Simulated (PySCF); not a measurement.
Computed shifts of a molecule C₃H₇BF₂, PBE/pcSseg-1 (PySCF), GIAO, gas phase, atoms alike by connectivity averaged where their shifts nearly agree, in ppm (number of nuclei): ¹⁹F: -92.4 (2). ¹³C: 20.2 (2), 19.0 (1). ¹H: 1.38 (1), 1.36 (6). References: ¹¹B against BF3 (σ = 83.9 ppm); ¹⁹F against CFCl3 (σ = 133.6 ppm); ¹³C against TMS (σ = 182.0 ppm); ¹H against TMS (σ = 31.49 ppm), references at their B3LYP-D3(BJ)/def2-TZVP geometries, non-relativistic. Geometry: PBE0-D3(BJ)/def2-SVP. Other conformers were not sampled.

Identify the compound among the candidates.
(A) CCB(F)CF
(B) CC(C)B(F)F
(C) CB(F)[C@H](C)F
(D) CCCB(F)F

B, CC(C)B(F)F
